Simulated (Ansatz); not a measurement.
CH₆BClOSi (`OB(Cl)C[SiH3]`). The species carries charge 0 and has multiplicity 1.

Z-matrix (Å, degrees):
```
C
Si 1 1.884
B 1 1.548 2 112.0
H 1 1.094 2 107.2 3 121.3
H 1 1.093 2 106.4 3 -122.0
H 2 1.487 1 110.3 3 -58.4
H 2 1.487 1 109.8 3 -178.2
H 2 1.486 1 110.4 3 61.8
Cl 3 1.784 1 120.4 2 -82.4
O 3 1.349 1 121.0 2 95.5
H 10 0.962 3 113.5 1 -177.6
```

Task: List the harmonic frequencies (cm⁻¹, unscaled) at PBE0-D4/def2-TZVP in Ansatz. (An estimate is asked.)

Result: The calculation gave: 44, 106, 124, 301, 366, 515, 521, 558, 611, 676, 742, 826, 917, 949, 950, 951, 1029, 1077, 1199, 1377, 1436, 2224, 2229, 2234, 3068, 3132, 3869.

Task: Is this a minimum?

Result: Yes, all 27 modes are real.

Task: Give the ideal-gas thermochemistry at 298.15 K and 1 bar (rigid rotor, harmonic oscillator; point group C1, symmetry number 1).

Result: Zero-point energy 191.6 kJ/mol; H(298) − E = 212.9 kJ/mol; entropy 357.3 J/(mol·K), of which translation 167.3, rotation 116.3, vibration 73.7; G(298) − E = 106.4 kJ/mol. Modes under 100 cm⁻¹ are hindered rotations or soft bends, so the harmonic entropy is rough.

Task: And at 400, 500, 600, 800 and 1000 K?

Result: 
```tsv
T (K)	H − E (kJ/mol)	S (J/mol/K)	G − E (kJ/mol)
400	225.6	393.6	68.1
500	240.1	426.1	27.1
600	256.4	455.6	-17.0
800	292.5	507.5	-113.5
1000	332.3	551.8	-219.5
```

Task: Rotational constants (cm⁻¹)?

Result: 0.1518, 0.0569, 0.04636.
